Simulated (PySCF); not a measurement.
SMILES Oc1ccc(-c2ccccc2)cc1 at its GFN2-xTB optimised geometry (Å):

```
23

O     -4.5710    -0.0293     0.0052
C     -3.2107     0.0035    -0.0191
C     -2.5054     0.9022    -0.8104
C     -1.1239     0.9009    -0.8001
C     -0.4148     0.0015    -0.0090
C      1.0553     0.0005    -0.0043
C      1.7656    -1.1981     0.0000
C      3.1480    -1.1981     0.0000
C      3.8451    -0.0015     0.0000
C      3.1498     1.1961    -0.0013
C      1.7674     1.1979    -0.0054
C     -1.1340    -0.8976     0.7772
C     -2.5129    -0.8982     0.7788
H     -4.9252     0.6457    -0.5865
H     -3.0426     1.6024    -1.4377
H     -0.5891     1.5942    -1.4325
H      1.2277    -2.1349    -0.0175
H      3.6849    -2.1359    -0.0026
H      4.9252    -0.0022     0.0012
H      3.6878     2.1333     0.0033
H      1.2313     2.1359     0.0114
H     -0.6036    -1.5913     1.4126
H     -3.0715    -1.5875     1.3920
```

Computed with PBE0/def2-SVP in PySCF. Cells within 0.4 Å of a nucleus heavier than hydrogen are left out (blank, or x).

Map of the LUMO amplitude (bohr^(-3/2)) on the plane z = 1.0 Å; orbital energy -0.55 eV, overall sign arbitrary:

```
|555555555555555555555555555|
|555555555555555555555555555|
|555555555555555555555555555|
|555555555555555555555555555|
|555555555555555555555555555|
|555555555555555555555555555|
|555555555555555555555555555|
|555555555555555555555555555|
|555555555555555555555555555|
|555555665555555444445555555|
|555556666555665433345555555|
|555556676556677533346666555|
|555555787556788854568876655|
|555545786534689975579976655|
|555555664320468864568876655|
|55555555x55x566543346666555|
|555555556777665433335565555|
|555555566677665444445555555|
|555555556666655555555555555|
|555555555666555555555555555|
|555555555555555555555555555|
|555555555555555555555555555|
|555555555555555555555555555|
|555555555555555555555555555|
|555555555555555555555555555|
|555555555555555555555555555|
|555555555555555555555555555|
```
Scale: ten equal steps from -0.101 (start of '0') to 0.072 (end of '9'), in the order '0123456789'; x runs from -7.00 to 7.00, y from -7.00 (bottom) to 7.00 (top).
